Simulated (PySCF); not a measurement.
From one molecule to another.

First species: C5H15NOSi2.
Numbering: `[CH2:1]=[N:2][SiH2:3][Si@H:4]([O:5][CH3:6])[CH:7]([CH3:8])[CH3:9]` (hydrogens: H10, H11 on C1; H12, H13 on Si3; H14 on Si4; H15, H16, H17 on C6; H18 on C7; H19, H20, H21 on C8; H22, H23, H24 on C9)

Structure used (GFN2-xTB), in Å, numbered top down from 1:
```xyz
24
C5H15NOSi2 angstrom
C      3.0750    2.1693    1.3572
N      2.5626    1.0332    1.4294
Si     1.0111    0.3969    1.8073
Si     0.3127   -0.6275   -0.1417
O      0.0587    0.4323   -1.3564
C      0.9699    1.3259   -1.9169
C     -1.4039   -1.4401    0.0437
C     -1.7955   -2.2168   -1.2085
C     -2.4868   -0.4220    0.3886
H      4.1109    2.2713    1.0404
H      2.5568    3.1046    1.5897
H      1.3597   -0.5375    2.8798
H      0.0686    1.3772    2.3888
H      1.2624   -1.6610   -0.6046
H      1.5093    1.8766   -1.1422
H      0.4173    2.0286   -2.5423
H      1.6996    0.7941   -2.5320
H     -1.3357   -2.1539    0.8717
H     -2.7649   -2.6983   -1.0791
H     -1.8583   -1.5455   -2.0614
H     -1.0597   -2.9861   -1.4310
H     -3.4530   -0.9124    0.5086
H     -2.5761    0.3125   -0.4085
H     -2.2524    0.0982    1.3154
```

Second species: C5H15NOSi2.
SMILES: `C=C[Si@@H](O)N(C)CC[SiH3]`

Levels: PBE0/pcSseg-1 for HOMO energy, LUMO energy and HOMO–LUMO gap. Geometries: GFN2-xTB. All species are isolated and taken at one optimised geometry, non-relativistic unless stated; the electronic structure was computed with PySCF and density fitting.

The conformers computed, where there is a choice (atom-mapped SMILES and torsion angles):
- `[CH2:1]=[N:2][SiH2:3][Si@H:4]([O:5][CH3:6])[CH:7]([CH3:8])[CH3:9]`: C1–N2–Si3–Si4 116°, N2–Si3–Si4–O5 -66°, Si3–Si4–O5–C6 59°, Si3–Si4–C7–C8 -175°

The conformers of `C=C[Si@@H](O)N(C)CC[SiH3]` aren't listed.

Values for the first species:

```
HOMO energy   : -6.91 eV
LUMO energy   : -0.92 eV
HOMO–LUMO gap : 5.99 eV
```

(1) Estimate the same properties for the second species, and the change in each.

Results:

(1) 
| property | first | second | second less first |
| --- | --- | --- | --- |
| HOMO energy | -6.91 eV | -6.37 eV | +0.54 eV |
| LUMO energy | -0.92 eV | -0.33 eV | +0.59 eV |
| HOMO–LUMO gap | 5.99 eV | 6.04 eV | +0.05 eV |

